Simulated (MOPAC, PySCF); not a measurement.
[Zr(F)3(NH2)], neutral singlet in the gas phase. 

Z-matrix (Å, degrees):
```
Zr
F 1 1.9184
F 1 1.9190 2 115.77
F 1 1.9227 2 108.99 3 121.33
N 1 2.0290 2 107.46 4 118.09
H 5 1.0286 1 125.94 2 159.23
H 5 1.0286 6 108.04 1 -175.37
```
Charge 0, multiplicity 1.

All levels are single points at this geometry (BP86-D3(BJ)/def2-SVP); Pople sets use spherical d functions. Orbital energies aren't observables, and empty levels follow the basis.

HF/6-31G* (LANL2DZ on Zr) in PySCF gives gap (eV) = 13.25.

Question: Estimate the gap (eV) from each of these levels: B3LYP-D3(BJ)/def2-TZVP in PySCF; TPSSh-D3(BJ)/def2-TZVP in PySCF; B3LYP/6-31G* (LANL2DZ on Zr) in PySCF; M06-2X/6-31G* (LANL2DZ on Zr) in PySCF; PBE/6-31G* (LANL2DZ on Zr) in PySCF; SVWN5/6-31G* (LANL2DZ on Zr) in PySCF; PM6 in MOPAC; PM7 in MOPAC.

Answer: 
```csv
level,gap (eV)
B3LYP-D3(BJ)/def2-TZVP in PySCF,6.46
TPSSh-D3(BJ)/def2-TZVP in PySCF,5.73
B3LYP/6-31G* (LANL2DZ on Zr) in PySCF,6.14
M06-2X/6-31G* (LANL2DZ on Zr) in PySCF,8.93
PBE/6-31G* (LANL2DZ on Zr) in PySCF,4.34
SVWN5/6-31G* (LANL2DZ on Zr) in PySCF,4.33
PM6 in MOPAC,10.49
PM7 in MOPAC,11.42
```
